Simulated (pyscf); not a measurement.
# Multi-bond step: HO–Sn(OH)(OH)–O–GeH₃ → HO–GeH₂–OH + HO–Sn:–OH [singlet]

Gas phase, singlet surface, charge 0. Bonds broken: O1–Sn2, Sn2–O4, H6–Ge10. Bonds formed: O1–H6, O4–Ge10. Structures and frequencies: ωB97X-D3(BJ)/def2-SVP in PySCF.

Transition state (Å):

```xyz
12

O     -0.2409     0.3163     1.7452
Sn     1.0149     1.0338     0.1295
O      0.4661     2.6673    -0.8686
O     -0.7456     0.0187    -0.7694
O      2.4101     0.4093    -1.1534
H     -1.3718    -0.2020     2.5685
H      1.0624     2.8187    -1.6145
H     -1.1826     0.6315    -1.3772
H      2.9483    -0.3120    -0.8047
Ge    -1.6863    -0.4050     0.8557
H     -2.9701     0.4070     0.6329
H     -1.7968    -1.9234     0.6919
```

One imaginary mode, 1179i cm⁻¹; descent along it reached the two sides named, in the forms told below.

```json
[
 {"bond": "O1–Sn2", "change": "breaks", "reactant side (Å)": "1.947", "saddle": "2.168", "product side": "3.1"},
 {"bond": "Sn2–O4", "change": "breaks", "reactant side (Å)": "1.962", "saddle": "2.222", "product side": "2.509"},
 {"bond": "H6–Ge10", "change": "breaks", "reactant side (Å)": "1.535", "saddle": "1.753", "product side": "2.365"},
 {"bond": "O1–H6", "change": "forms", "reactant side (Å)": "2.6", "saddle": "1.492", "product side": "0.962"},
 {"bond": "O4–Ge10", "change": "forms", "reactant side (Å)": "3.4", "saddle": "1.925", "product side": "1.787"}
]
```

Electronic energies relative to the reactant's lowest minimum found (kJ/mol):

```json
[
 {"level": "ωB97X-D3(BJ)/def2-TZVP", "barrier": "309.3", "reaction energy": "+3.6", "reverse barrier": "305.7"},
 {"level": "PBE/def2-TZVP", "barrier": "196.5", "reaction energy": "-42.0", "reverse barrier": "238.5"},
 {"level": "r²SCAN/def2-TZVP", "barrier": "228.9", "reaction energy": "-17.1", "reverse barrier": "246.1"},
 {"level": "B3LYP-D3(BJ)/def2-TZVP", "barrier": "243.6", "reaction energy": "-37.5", "reverse barrier": "281.1"},
 {"level": "PBE0-D3(BJ)/def2-TZVP", "barrier": "253.3", "reaction energy": "-21.6", "reverse barrier": "274.9"},
 {"level": "M06-2X/def2-TZVP", "barrier": "299.7", "reaction energy": "-4.2", "reverse barrier": "303.9"},
 {"level": "ωB97M-D3(BJ)/def2-TZVP", "barrier": "293.4", "reaction energy": "-28.8", "reverse barrier": "322.2"},
 {"level": "HF/def2-TZVP", "barrier": "424.1", "reaction energy": "-23.7", "reverse barrier": "447.8"}
]
```

With ωB97M-D3(BJ)/def2-TZVP energies and thermal terms (ideal gas, 1 atm, RRHO with modes under 100 cm⁻¹ raised to 100, one conformer, R ln 2 for chiral ones without a mode under 150 cm⁻¹), in kJ/mol:

| T (K) | ΔH‡ | ΔG‡ | ΔH | ΔG |
|---|---|---|---|---|
| 298 | 283.6 | 291.8 | -26.5 | -72.9 |
| 600 | 282.3 | 300.5 | -30.4 | -118.4 |
| 900 | 281.0 | 309.9 | -35.3 | -161.4 |
| 1200 | 279.4 | 319.8 | -40.9 | -202.6 |

On the product side the descent ends in a bound adduct (not fully relaxed), 58.0 kJ/mol under the separated species and 363.6 kJ/mol under the saddle at ωB97X-D3(BJ)/def2-TZVP. This is the saddle that the search found; another between the same sides may lie lower. A restricted solution here is unstable towards spin polarisation, so biradical character is likely and single-reference numbers are less safe. Elements up to Kr have no core potential and no relativistic terms here. Elements past Kr carry the def2 core potentials, without spin-orbit coupling.
